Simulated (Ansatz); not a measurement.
Reaction (hydrogenolysis of a C–C bond): `CCCCCC1CCCC1` + H₂ → `CC1CCCC1` + `CCCC`

Program: Ansatz. Geometries: PBE0-D4/def2-TZVP. ΔE: electronic, gas phase. CBS: MP2 limit from def2 TZ/QZ plus the TZ coupled-cluster correction, frozen cores. This one scheme is used for every species. Functionals use def2-TZVPP. B3LYP here is the variant with VWN-RPA as its local correlation; programs differ in this. HSE06 is defined as in plane-wave codes. One conformer a species, not always the lowest.

Is it downhill or uphill in electronic energy at CCSD(T)/CBS, and by how much? (An estimate is asked.)

Ansatz gave: Downhill: ΔE = -62.5 kJ/mol.

What do these levels give: PBE-D4, PBE0-D4, r2SCAN0-D4, B2PLYP, PBE-QIDH, PBE, r2SCAN, B3LYP, HSE06, HF/def2-SVP, CCSD(T)/def2-SVP, SCS-MP2/def2-QZVPP? (Best estimate.)

Computed: PBE-D4 -65.5, PBE0-D4 -67.9, r2SCAN0-D4 -69.6, B2PLYP -78.1, PBE-QIDH -70.1, PBE -78.7, r2SCAN -73.2, B3LYP -89.3, HSE06 -79.9, HF/def2-SVP -99.5, CCSD(T)/def2-SVP -64.4, SCS-MP2/def2-QZVPP -65.3 kJ/mol.

Largest T1 diagnostic among the species: 0.009.

Leaving LDA and LC-ωPBE aside and taking each functional with its dispersion term where it has one, the values, not all of them listed here, spread over 20.5 kJ/mol, from B2PLYP to revPBE-D4. LDA lies +19.2 kJ/mol from PBE without D4. In def2-TZVPP, CCSD(T) changes the Hartree–Fock value by +36.7 kJ/mol (the triples alone add +6.5 kJ/mol) and MP2 by +41.9 kJ/mol.
